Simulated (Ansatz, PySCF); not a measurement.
H2O2, triplet, at the geometry of the source list (a higher spin typed on purpose: for a closed-shell molecule this is an excited state), atoms displaced at random by about 0.08 Å a coordinate. Base run: PySCF with HF/6-31G, gradient.

Input for PySCF:
```python
from pyscf import gto, scf

mol = gto.M(
    atom='''
O    -0.73276144    0.01514274    0.26629753
O     0.66022269    0.12768477   -0.35355548
H    -1.19750614   -0.07210951   -0.52244127
H     1.21705499    0.07006116    0.46433460
''',
    basis='6-31g',
    spin=2,
    verbose=4,
)

mf = scf.UHF(mol)
mf.kernel()
g = mf.nuc_grad_method()
grad = g.kernel()
```

Programs used: Ansatz (an electronic-structure program), PySCF; a row that names a program was run with it.

The coordinate followed is y of atom 4.

Each row names what was changed in the base input (with any setting that the change needs).

```json
[
 {"change": "base", "dE/dx (Eh/bohr)": "-0.006218", "net force (Eh/bohr)": "0.000000"},
 {"change": "finite difference step (bohr) = 1e-5; conv_tol = 1e-11", "dE/dx (Eh/bohr)": "-0.006218", "net force (Eh/bohr)": "-"},
 {"change": "finite difference step (bohr) = 0.05; conv_tol = 1e-11", "dE/dx (Eh/bohr)": "-0.006232", "net force (Eh/bohr)": "-"},
 {"change": "finite difference step (bohr) = 0.01; conv_tol = 1e-11", "dE/dx (Eh/bohr)": "-0.006218", "net force (Eh/bohr)": "-"},
 {"change": "conv_tol = 1e-11", "dE/dx (Eh/bohr)": "-0.006218", "net force (Eh/bohr)": "0.000000"},
 {"change": "finite difference step (bohr) = 1e-3; conv_tol = 1e-11", "dE/dx (Eh/bohr)": "-0.006218", "net force (Eh/bohr)": "-"},
 {"change": "code = ansatz", "dE/dx (Eh/bohr)": "-0.004633", "net force (Eh/bohr)": "0.000000"},
 {"change": "conv_tol = 1e-4", "dE/dx (Eh/bohr)": "-0.006233", "net force (Eh/bohr)": "0.000000"},
 {"change": "finite difference step (bohr) = 1e-4; conv_tol = 1e-11", "dE/dx (Eh/bohr)": "-0.006218", "net force (Eh/bohr)": "-"},
 {"change": "conv_tol = 1e-6", "dE/dx (Eh/bohr)": "-0.006211", "net force (Eh/bohr)": "0.000000"},
 {"change": "density fitting = on; auxbasis_response = off", "dE/dx (Eh/bohr)": "-0.006220", "net force (Eh/bohr)": "0.000363"},
 {"change": "density fitting = on", "dE/dx (Eh/bohr)": "-0.006219", "net force (Eh/bohr)": "0.000000"}
]
```

The net force is zero for an exact gradient.

Open shells are given as the SCF converged; they aren't shown to be the lowest states, and a large step between rows can be another state.
